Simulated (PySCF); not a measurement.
Species: C6H9O2 (doublet state).
SMILES with atom numbers: `[CH3:1][C:2]([CH3:3])[O:4][C:5]([CH3:6])=[C:7]=[O:8]` (hydrogens: H9, H10, H11 on C1; H12, H13, H14 on C3; H15, H16, H17 on C6)

Geometry (GFN2-xTB, Å), atoms numbered from 1 in this order:
```xyz
17
C6H9O2 angstrom
C     -1.976    1.411    0.064
C     -1.029    0.265   -0.016
C     -1.464   -1.133    0.171
O      0.270    0.588   -0.071
C      1.297   -0.204    0.432
C      2.637    0.475    0.254
C      1.245   -1.441    0.862
O      1.474   -2.485    1.377
H     -1.440    2.341   -0.102
H     -2.461    1.455    1.044
H     -2.762    1.315   -0.685
H     -0.865   -1.594    0.971
H     -1.301   -1.743   -0.722
H     -2.518   -1.176    0.434
H      2.679    1.373    0.868
H      2.769    0.761   -0.789
H      3.439   -0.195    0.547
```

The hyperfine couplings belong to this conformer and change with its torsions.

Theory: UKS B3LYP, pcH-1 on C H O, non-relativistic, mean-field spin-orbit, GIAO in PySCF. The structure is a single GFN2-xTB conformer in the gas phase; no vibrational or solvent corrections. A GFN2-xTB geometry isn't a minimum of the functional, and hyperfine couplings can be far from their values at a DFT geometry. The frame is twisted about the C5–C7 bond at this geometry (dihedral C6–C5–C7–O8 = 25°); couplings at other torsion angles weren't computed. Stability of the SCF solution: not tested.

Break the g tensor into its mass correction, gauge correction and orbital-Zeeman/spin–orbit terms.

| Δg (ppm) | 1 | 2 | 3 |
| --- | --- | --- | --- |
| relativistic mass correction | -193 | -193 | -193 |
| gauge correction | 2 | 31 | 38 |
| orbital Zeeman/spin–orbit | 106 | 333 | 1284 |
| total | -84 | 172 | 1129 |

So g = 2.00224, 2.00249, 2.00345 and g_iso = 2.00273; the tensor is rhombic: the two nearest values differ by 21 % of g3 − g1. 

At 9.36 GHz, how far is the centre of the isotropic spectrum from where a free electron (g = 2.002319) resonates?

B = hν/(g μB) with μB/h = 13.99624 MHz/mT gives 333.99 mT for the free electron and 333.92 mT at g_iso, 0.07 mT lower.

How much does each term add to the isotropic shift?

The orbital-Zeeman/spin–orbit term 575, the mass correction -193 and the gauge correction 24 ppm, for a total of 406 ppm. The orbital-Zeeman/spin–orbit term is the largest in size. The mass correction is the same along every axis, so the anisotropy comes from the other two: their spans along these axes are 36 (gauge) and 1178 ppm (orbital Zeeman/spin–orbit).

In a frozen sample, at which fields do the three g values resonate at 9.5, 34, 94 and 263 GHz (hyperfine left aside), and which band first spreads them over more than twice a line width of 1.0 mT?

| band | GHz | B(g3) mT | B(g2) mT | B(g1) mT | spread mT |
| --- | --- | --- | --- | --- | --- |
| X | 9.5 | 338.79 | 338.95 | 339.00 | 0.21 |
| Q | 34.0 | 1212.52 | 1213.10 | 1213.26 | 0.73 |
| W | 94.0 | 3352.26 | 3353.87 | 3354.29 | 2.03 |
| J | 263.0 | 9379.20 | 9383.69 | 9384.89 | 5.68 |

The spread grows in proportion to the frequency. W band is the first where it exceeds 2.0 mT.

The largest Mulliken spin populations are on C2 (+0.81), C7 (+0.08), C1 (-0.07) and C3 (-0.07). C2 is the only atom above +0.15. The angles at C2 add up to 359.3°, so it is planar.

The HOMO–LUMO gaps are 2.32 eV among the α and 4.26 eV among the β orbitals.
